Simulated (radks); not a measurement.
Question: Isoelectronic series with 17 electrons, all held in the configuration [Ne] 3s2 3p5, which need not be the ground one along the series. All-electron calculation, scalar-relativistic Kohn-Sham, PBE, spin-polarised, spherical densities, point nucleus; open shells are filled with parallel spins first (spin-orbit coupling, left out, can overturn this in heavy ions). Program: a radial shooting solver on a logarithmic mesh with Libxc functionals. Total energies (hartree) and orbital eigenvalues (eV):

ion,E (hartree),3p down,3p up
Cs38+,-6589.9883,-2756.226,-2762.870
Ba39+,-6856.7204,-2890.926,-2897.722
La40+,-7129.3477,-3028.949,-3035.898
Ce41+,-7407.9203,-3170.309,-3177.411
Pr42+,-7692.4902,-3315.019,-3322.274
Nd43+,-7983.1113,-3463.093,-3470.501
Pm44+,-8279.8391,-3614.545,-3622.107
Sm45+,-8582.7312,-3769.389,-3777.105
Eu46+,-8891.8470,-3927.642,-3935.512
Gd47+,-9207.2482,-4089.318,-4097.343
Tb48+,-9528.9984,-4254.432,-4262.613
Dy49+,-9857.1636,-4423.002,-4431.338
Er51+,-10533.0145,-4770.571,-4779.219
Tm52+,-10880.8441,-4949.605,-4958.410
Yb53+,-11235.3768,-5132.161,-5141.124
Lu54+,-11596.6914,-5318.258,-5327.378
Hf55+,-11964.8693,-5507.914,-5517.192
Ta56+,-12339.9952,-5701.148,-5710.584
W57+,-12722.1570,-5897.977,-5907.573
Re58+,-13111.4458,-6098.423,-6108.178
Os59+,-13507.9564,-6302.504,-6312.420
Ir60+,-13911.7872,-6510.242,-6520.318
Pt61+,-14323.0405,-6721.656,-6731.893

Estimate the row of Ho50+.

Answer: E (hartree) -10191.8121; 3p down -4595.042; 3p up -4603.534.
